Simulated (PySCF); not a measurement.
How methods differ on the excitation energy of In

In [Kr] 4d10 5s2 5p1 (2P) → In [Kr] 4d10 5s1 5p1 5d1 (high-spin determinant), as a difference of total energies. All numbers are calculated (PySCF 2.14, scalar relativity through the core potential, in aug-cc-pV5Z-PP with ECP28MDF). Correlated levels: valence: 4s2 4p6 4d10 frozen. The calculations carry no spin-orbit coupling.

```csv
method,excitation energy (eV)
UHF,7.720
LDA,9.645
PBE,9.210
PBE0,9.012
r2SCAN,9.127
BP86,9.301
revPBE,9.046
r2SCANh,9.084
MP2 (valence),8.457
SCS-MP2 (valence),8.686
```

**Question.** How much does correlation contribute at MP2 (valence)?

**Answer.** 8.457 − (7.720) = 0.737 eV, measured against UHF.

The upper state lies above the first ionisation limit, but in LS coupling its spin forbids autoionisation to the ground ion; at this Z spin-orbit coupling breaks that rule.

The promoted electron is Rydberg-like, and one or two diffuse shells describe it only roughly, which tends to raise the upper state.

The determinant of the upper state mixes LS terms, which raises its energy above the lowest term, most at the Hartree-Fock and MP2 levels.
